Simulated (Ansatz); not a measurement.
`[SiH3][SiH2][SiH2][SiH2][GeH3]` + `BS` → `BS[SiH2][SiH2][SiH3]` + `[SiH3][GeH3]`  (cleavage of the Si–Si bond)

Isolated molecules relaxed with PBE0-D4/def2-TZVP in Ansatz; ΔE leaves out vibrations. CCSD(T)/CBS is the MP2 limit (def2-TZVPP, def2-QZVPP) plus CCSD(T) − MP2 in def2-TZVPP, frozen cores. This one scheme is used for every species. Functionals use def2-TZVPP. For Ge outer-core shells are correlated without core-valence functions, which leaves a few kJ/mol of doubt a bond. Scalar relativity is left out up to krypton. One conformer a species, not always the lowest.

`[SiH3][SiH2][SiH2][SiH2][GeH3]`:

```xyz
17

Si    2.609   -0.420    0.107
Si    1.227    0.854   -1.284
Si   -0.470    1.836   -0.009
Si   -1.477    0.171    1.287
Ge   -2.067   -1.675   -0.095
H     3.721   -1.046   -0.657
H     3.187    0.441    1.174
H     1.809   -1.496    0.752
H     0.607   -0.037   -2.305
H     2.028    1.891   -1.993
H     0.107    2.896    0.865
H    -1.490    2.462   -0.897
H    -2.691    0.688    1.979
H    -0.511   -0.292    2.322
H    -3.001   -1.217   -1.228
H    -2.782   -2.773    0.712
H    -0.805   -2.283   -0.730
```

`BS`:

```xyz
5

B     0.331   -0.434    0.195
S    -1.172    0.269   -0.406
H     0.295   -1.599    0.446
H     1.312    0.225    0.336
H    -0.765    1.539   -0.572
```

`BS[SiH2][SiH2][SiH3]`:

Z-matrix (Å, degrees):
```
Si
S 1 2.164
Si 1 2.337 2 109.0
H 1 1.487 2 106.3 3 120.1
H 1 1.485 2 109.0 3 -122.5
B 2 1.773 1 100.0 3 73.4
Si 3 2.339 1 111.6 2 -54.4
H 3 1.491 1 109.6 2 -176.3
H 3 1.490 1 108.0 2 65.9
H 6 1.195 2 121.4 1 2.1
H 6 1.192 2 117.0 1 -178.8
H 7 1.487 3 110.2 1 58.6
H 7 1.488 3 109.7 1 178.1
H 7 1.486 3 110.3 1 -61.9
```

`[SiH3][GeH3]`:

Z-matrix (Å, degrees):
```
Si
Ge 1 2.378
H 1 1.487 2 110.1
H 1 1.487 2 110.1 3 -120.0
H 1 1.487 2 110.1 3 120.0
H 2 1.538 1 110.6 3 179.7
H 2 1.538 1 110.6 3 -60.3
H 2 1.538 1 110.6 3 59.7
```

```tsv
level	ΔE (eV)
PBE0-D4	-0.28
BHLYP-D4	-0.38
CAM-B3LYP-D4	-0.37
PBE-QIDH	-0.36
RPA@PBE/def2-TZVPP	-0.33
CCSD/def2-SVP	-0.28
CCSD/def2-TZVPP	-0.35
HF/def2-QZVPP	-0.49
```

(1) What does CCSD(T)/CBS give? (Estimate.)

Largest T1 diagnostic among the species: 0.015.

## Answers

(1) Computed: -0.37 eV. The listed levels differ from it by 0.09, -0.01, 0.00, 0.01, 0.04, 0.09, 0.02, -0.12 eV.

Leaving LDA and LC-ωPBE aside and taking each functional with its dispersion term where it has one, the values, not all of them listed here, spread over 0.14 eV, from ωB97M-V to PBE-D4. At CCSD(T), def2-SVP lies +0.10 eV from the extrapolated value and def2-TZVPP +0.03 eV. In def2-TZVPP, CCSD(T) changes the Hartree–Fock value by +0.14 eV (the triples alone add +0.01 eV) and MP2 by +0.06 eV.
